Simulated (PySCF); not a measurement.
From one molecule to another.

First species: C4H8N2O.
SMILES with atom numbers: `[H]/[N:1]=[CH:2]\[CH2:3][CH2:4][C:5]([NH2:6])=[O:7]` (hydrogens: H8 on N1; H9 on C2; H10, H11 on C3; H12, H13 on C4; H14, H15 on N6)

Geometry (GFN2-xTB, Å), atoms numbered from 1 in this order:
```
atom  x, y, z in Å
N1    -2.3419    0.8563    0.4230
C2    -1.6917   -0.1755    0.6999
C3    -0.8665   -1.0340   -0.2181
C4     0.6215   -0.7777    0.0445
C5     1.0188    0.5963   -0.4801
N6     2.0419    1.1760    0.1892
O7     0.4920    1.1235   -1.4317
H8    -2.3022    1.1331   -0.5581
H9    -1.6980   -0.4833    1.7445
H10   -1.0832   -0.7836   -1.2590
H11   -1.0985   -2.0861   -0.0406
H12    0.8439   -0.8583    1.1101
H13    1.2227   -1.5169   -0.4914
H14    2.3626    2.0808   -0.1133
H15    2.4742    0.7572    0.9922
```

Second species: C5H4FNO.
SMILES with atom numbers: `[N:1]#[C:2][C@H:3]([F:4])[O:5][CH:6]1[CH:7]=[CH:8]1` (hydrogens: H9 on C3; H10 on C6; H11 on C7; H12 on C8)

Structure used (GFN2-xTB), in Å, numbered top down from 1:
```
atom  x, y, z in Å
N1     3.747   -0.094    0.256
C2     2.646   -0.242   -0.002
C3     1.237   -0.449   -0.336
F4     0.998    0.075   -1.602
O5     0.449    0.154    0.603
C6    -0.933   -0.185    0.517
C7    -1.918    0.904    0.725
C8    -1.793    0.483   -0.501
H9     1.039   -1.538   -0.436
H10   -1.108   -1.210    0.838
H11   -2.337    1.558    1.449
H12   -2.025    0.543   -1.536
```

Levels: PBE0/def2-SVPD for dipole moment, HOMO energy, LUMO energy, HOMO–LUMO gap, static isotropic polarisability and electronic spatial extent ⟨r²⟩ about the centre of nuclear charge; TDDFT PBE0/def2-SVPD for lowest singlet excitation; TDA PBE0/def2-SVPD for lowest triplet excitation (Tamm–Dancoff); GFN2-xTB for rotational constant A and rotational constant C. Geometries: GFN2-xTB. Each structure is a single optimised conformer of the isolated species, non-relativistic unless stated. Electronic properties by PySCF.

Dipoles, sizes and rotational constants follow the conformer. The torsions of the flexible species, by atom-mapped SMILES:
- `[H]/[N:1]=[CH:2]\[CH2:3][CH2:4][C:5]([NH2:6])=[O:7]`: N1–C2–C3–C4 106°, C2–C3–C4–C5 -72°, C3–C4–C5–N6 151°, H–N6–C5–C4 179°, H–N6–C5–C4 -3°
- `[N:1]#[C:2][C@H:3]([F:4])[O:5][CH:6]1[CH:7]=[CH:8]1`: C2–C3–O5–C6 -169°, C3–O5–C6–C7 -139°

Values for the first species:

```
Dipole moment                                                     : 4.68 D
HOMO energy                                                       : -7.17 eV
LUMO energy                                                       : -0.12 eV
HOMO–LUMO gap                                                     : 7.05 eV
Lowest singlet excitation                                         : 5.13 eV
Lowest triplet excitation (Tamm–Dancoff)                          : 4.28 eV
Static isotropic polarisability                                   : 66.4 au
Electronic spatial extent ⟨r²⟩ about the centre of nuclear charge : 816 bohr²
Rotational constant A                                             : 4.395 GHz
Rotational constant C                                             : 1.606 GHz
```

**Question.** Estimate the same properties for the second species, and the change in each.

**Answer.** 
```tsv
property	first	second	second less first
dipole moment	4.68 D	4.86 D	+0.18 D
HOMO energy	-7.17 eV	-8.70 eV	-1.53 eV
LUMO energy	-0.12 eV	-0.74 eV	-0.62 eV
HOMO–LUMO gap	7.05 eV	7.96 eV	+0.91 eV
lowest singlet excitation	5.13 eV	6.34 eV	+1.21 eV
lowest triplet excitation (Tamm–Dancoff)	4.28 eV	4.60 eV	+0.32 eV
static isotropic polarisability	66.4 au	63.7 au	-2.7 au
electronic spatial extent ⟨r²⟩ about the centre of nuclear charge	816 bohr²	1019 bohr²	+203 bohr²
rotational constant A	4.395 GHz	5.866 GHz	+1.471 GHz
rotational constant C	1.606 GHz	1.074 GHz	-0.532 GHz
```

On the first: The principal polarisabilities are 58.6, 67.4 and 73.2 au; their mean is the isotropic value. The vertical singlet–triplet gap S1 − T1 is 0.85 eV (TDDFT singlet less Tamm–Dancoff triplet; S1: HOMO→LUMO, weight 0.84; T1: HOMO→LUMO, weight 0.78).

On the second: The dipole equals about 16.2 × 10⁻³⁰ C·m (1 D = 3.33564 × 10⁻³⁰ C·m). A dipole of 4.86 D is allowed in C1, and pure rotational transitions are dipole-allowed.
